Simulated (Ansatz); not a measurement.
A run for Ansatz (an electronic-structure program): U-PBE0/def2-TZVPP on RuS, 2S+1 = 7, a spin state set in the input, which need not be the lowest, a point of a bond scan (R = 2.179 Å). Elements past Kr take the def2 small-core potentials; no spin–orbit coupling.

Ansatz 0.2 input:
```yaml
crystal:
  periodic: [false, false, false]
  atoms:
    - {symbol: Ru, position_ang: [0.00000000, 0.00000000, 0.00000000]}
    - {symbol: S, position_ang: [0.00000000, 0.00000000, 2.17914800]}
basis:
  gaussian:
    orbitals: def2-TZVPP
    pivot_positions_ang: [[0.00000000, 0.00000000, 0.00000000], [0.00000000, 0.00000000, 2.17914800]]
hamiltonian:
  xc: {name: PBE0}
magnetization: {spin_polarized: true, initial_magnetization: 6}
output: {forces: true, orbitals: {seedname: ./end}}
```

The head of its log:

```
WARN ansatz: RAYON_NUM_THREADS=2 ignored (pool sized by the plan → 2); use --threads N
Functional definition: PBE0
integrals: 0.03 GiB planned
696 factors; their error is unknown
mean field: 0.39 GiB planned
mean field evaluation 1: about -13409.8361 eV, gradient 1.8e1 eV
mean field evaluation 2: about -13406.0324 eV, gradient 3.5e1 eV
```

Task: What total energy does the run end on?

Result: -492.8583 hartree.
